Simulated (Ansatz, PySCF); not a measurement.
Cl2H4OSi2, SMILES [SiH3]O[SiH](Cl)Cl.

Geometry: ωB97X-D3(BJ)/def2-SVP. One conformer was computed; it need not be the lowest.

Vertical ionisation energy (IE) and electron affinity (EA) in eV. Rows of orbital energies are one-electron estimates. Where ΔSCF, EOM or ADC give a negative EA the extra electron is unbound and the value depends on the basis.

| level | IE | EA |
|---|---|---|
| −ε(HOMO), −ε(LUMO), r2SCAN/def2-TZVP (PySCF) | 8.09 | 0.65 |
| −ε(HOMO), −ε(LUMO), PBE/def2-TZVP (PySCF) | … | … |
| ΔSCF, PBE0/def2-SVPD (Ansatz), final states of multiplicity 2 and 2 | 11.05 | -1.10 |
| ΔSCF, PBE/def2-SVPD (Ansatz), final states of multiplicity 2 and 2 | 10.42 | -0.85 |

Problem. Fill in the missing entries. (Estimate from the structure and the level; the computed values follow.)

Solution. 
- −ε(HOMO), −ε(LUMO), PBE/def2-TZVP (PySCF), IE: 7.71
- −ε(HOMO), −ε(LUMO), PBE/def2-TZVP (PySCF), EA: 1.06

Problem. What vertical singlet–triplet gap does ΔSCF give with PBE0/def2-SVPD (Ansatz, a program for electronic structure) and with PBE/def2-SVPD (Ansatz)? (The exact figures need the calculation; the answer reports its results.)

Solution. 7.21 and 6.55 eV (triplet above singlet where positive).
